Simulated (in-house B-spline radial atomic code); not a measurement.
BHandHLYP excitations of N⁵⁺

Method: BHandHLYP. Computed with an all-electron radial atomic-structure program (B-spline basis): linear response of the closed shell 1s2 with the functional's adiabatic kernel; scalar-relativistic (spin-free one-electron X2C), finite nucleus, no spin-orbit coupling, no double excitations, S, P, D and F terms only.

Command:
```bash
python run_td.py task.json out
```
Settings (radii: box in bohr, nucleus in fm):
```
Z                        7
electrons                2
configuration            1s2
hamiltonian              x2c
method                   bhandhlyp
box_radius               16.35
rms_radius               2.5582
intervals                73
```

Time taken, with all properties: 0.3 s on 1 thread of Arm Neoverse N1, on a shared host.

The lowest states, in the order of their Tamm-Dancoff energies; the method's threshold (minus the highest occupied level) is 532.82 eV. Labels give the largest channel, * marks a mixed state, and oscillator strengths are full-response dipole values. Semilocal kernels can invert the small singlet-triplet splittings of Rydberg terms. Energies in eV:

| state | full response | Tamm-Dancoff | oscillator strength |
| --- | --- | --- | --- |
| 1s → 2s 3S | 406.82 | 406.88 | - |
| 1s → 2p 3P | 414.47 | 414.51 | - |
| 1s → 2s 1S | 417.10 | 417.21 | - |
| 1s → 2p 1P | ? | ? | ? |
| 1s → 3s 3S | ? | ? | - |
| 1s → 3d 3D | 484.10 | 484.10 | - |
| 1s → 3p 3P | 484.15 | 484.16 | - |
| 1s → 3s 1S | 484.14 | 484.16 | - |
| 1s → 3d 1D | 485.10 | 485.11 | - |
| 1s → 3p 1P | 485.74 | 485.75 | 0.134 |

**Question.** Where does 1s → 2p 1P lie?

**Answer.** At 422.62 eV in full response, 422.67 eV in Tamm-Dancoff, oscillator strength 0.622.

**Question.** Where does 1s → 3s 3S lie?

**Answer.** At 481.96 eV in full response, 481.98 eV in Tamm-Dancoff.

**Question.** How large is the singlet-triplet splitting of 1s → 2s (S terms) in Tamm-Dancoff?

**Answer.** 10.3 eV, from the unrounded values.

**Question.** What polarisabilities and dispersion coefficient does the method give?

**Answer.** Dipole 0.004704 bohr³, quadrupole 0.000395 bohr⁵, C6 0.0003055 hartree·bohr⁶ for two such species.
